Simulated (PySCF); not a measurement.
# Shapes and spin states of GeH2

Computed with PBE0 in PySCF with Ge def2-TZVP, H def2-TZVP; no relativity; density-fitted integrals.

Relaxations began from a few typed shapes and spin states; open shells are unrestricted. The search is not exhaustive: other isomers or separated fragments can lie lower, and high-lying points may rest on an excited occupation.

| spin | group | bonds | angles | imaginary modes (cm⁻¹) | ΔE (kJ/mol) | ΔE with ZPE (kJ/mol) |
| --- | --- | --- | --- | --- | --- | --- |
| singlet | C2v | Ge–H 1.594 Å (×2) | H–Ge–H 90.6° | none | 0.0 | 0.0 |
| triplet | C2v | Ge–H 1.541 Å (×2) | H–Ge–H 120.0° | none | 89.4 | 90.7 |
| triplet | D∞h | Ge–H 1.491 Å (×2) | H–Ge–H 180.0° | 1250i, 1250i | 173.8 | – |
| singlet | D∞h | Ge–H 1.490 Å (×2) | H–Ge–H 180.0° | 1683i | 298.7 | – |

The lowest minimum found is the singlet C2v: Ge–H 1.594 Å (×2); H–Ge–H 90.6°.

Counting electrons, germanium keeps 2 of its valence electrons outside its bonds, so the VSEPR class is AX2E1 and the expected shape is bent (C2v), as computed. The angle of 91° is close to 90°: the heavy centre bonds with nearly pure p orbitals and keeps its lone pair s-like.

The electron or spin density has lower symmetry than the nuclear frame for the singlet D∞h at 298.7 kJ/mol.
